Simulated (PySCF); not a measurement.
# CaC at ROHF

Computed with ROHF; PySCF, no relativity, basis sets Ca def2-SVPD, C def2-SVPD.

| Quantity | Value |
| --- | --- |
| state | ³Σ⁻ (triplet), unpaired electrons π ↑↑ |
| bond length | 2.832 Å |
| harmonic wavenumber | 124 cm⁻¹ |
| force constant | 0.0834 mdyn/Å |
| rotational constant Be | 0.2277 cm⁻¹ |
| anharmonicity ωexe | 8.54 cm⁻¹ |
| vibration–rotation constant αe | 0.0124 cm⁻¹ |
| well depth De to Ca + C | 0.06 eV |
| dissociation energy D0 | 0.05 eV |
| bond order (Mayer) | 0.57 |
| dipole moment (positive dipole means Ca(−)C(+)) | -2.33 D |

UHF is strongly spin-contaminated for CaC, so the ROHF reference used there is far from stable. Hartree–Fock leaves out correlation, which carries a large part of most bond energies and some tenths to 1 eV of ionisation energies. The state was picked by a PBE0 search and need not be the measured ground state.
